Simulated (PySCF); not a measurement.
C4H4BFO, SMILES C#CB(F)C(C)=O.

Geometry optimised at PBE-D3(BJ)/def2-SVP. This is a generated structure with no PubChem entry under its InChIKey; it may be hypothetical. The values are those of a single conformer.

Computed with PBE-D3(BJ)/def2-SVP in PySCF.

No scaling factor is applied to the harmonic values.

```
mode  ν (cm⁻¹)  IR (km/mol)  moving atoms (share of kinetic energy)
----  --------  -----------  --------------------------------------
1           45          3.9          C 41 %, O 27 %, H 18 %, F 13 %
2          109          4.4          C 42 %, O 21 %, H 19 %, F 12 %
3          123         14.1          C 36 %, O 29 %, F 17 %, H 15 %
4          145          0.8                                  H 86 %
5          229          5.2           C 41 %, F 33 %, O 13 %, H 9 %
6          233          7.4                  C 60 %, F 18 %, H 12 %
7          348          3.9                  C 49 %, O 25 %, H 17 %
8          498         24.9                  C 55 %, F 17 %, H 16 %
9          539          9.8                          C 58 %, H 29 %
10         616         15.7           B 47 %, C 26 %, F 13 %, H 9 %
11         632         23.1          C 40 %, B 31 %, F 13 %, H 11 %
12         665         35.4                          H 76 %, C 24 %
13         732         24.1                          H 75 %, C 25 %
14         893         57.7                  C 44 %, H 38 %, O 10 %
15         948         11.1                          H 50 %, C 43 %
16        1013        121.4                  B 38 %, C 30 %, H 27 %
17        1236         65.7                  B 35 %, C 32 %, H 28 %
18        1296        129.6          H 46 %, B 28 %, C 16 %, F 10 %
19        1348         84.5           C 41 %, B 36 %, H 13 %, F 9 %
20        1370         26.6                                  H 93 %
21        1382         26.5                                  H 95 %
22        1699        108.0                          C 59 %, O 39 %
23        2107         74.2                           C 90 %, H 9 %
24        2962          0.1                                  H 97 %
25        3047          0.8                           H 91 %, C 9 %
26        3090          4.8                          H 90 %, C 10 %
27        3391         52.0                          H 86 %, C 14 %
```
